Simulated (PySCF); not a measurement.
How methods differ on the ionisation energy of Er²⁺

Er²⁺ [Xe] 4f12 [4f5/2^6 4f7/2^6, M_J = 6] → Er³⁺ [Xe] 4f11 [4f5/2^6 4f7/2^5, M_J = 15/2], as a difference of total energies. All numbers are calculated (PySCF 2.14, the two-component X2C-1e Hamiltonian, in x2c-TZVPall-2c (11s11p10d4f1g, 131 functions)). Correlated levels: [Ar] 3d10 frozen; the 18 highest virtual spinors dropped. "Screened" scales the spin-orbit matrix elements by Boettger's factors to mimic the two-electron term; Breit and QED terms are absent.

| method | ionisation energy (eV) |
| --- | --- |
| GHF (spin-free) | 18.199 |
| GMP2 (spin-free) | 23.589 |
| GHF (screened spin-orbit) | 17.880 |
| GMP2 (screened spin-orbit) | 23.274 |

Question: How much does correlation contribute at GMP2 (screened spin-orbit)?

Answer: 23.274 − (17.880) = 5.394 eV, measured against GHF (screened spin-orbit).

The spin-free rows relax to the high-spin LS determinant and lack the spin-orbit shift.

The labels give the starting determinants; with spin-orbit coupling the two ends relaxed to ⟨J²⟩ = 42.01, ⟨L²⟩ = 30.18, ⟨S²⟩ = 2.08 and ⟨J²⟩ = 63.76, ⟨L²⟩ = 42.43, ⟨S²⟩ = 3.77.

For comparison: 22.7 ± 0.03 eV (semi-empirical (NIST evaluation); NIST Atomic Spectra Database, ionization energies).
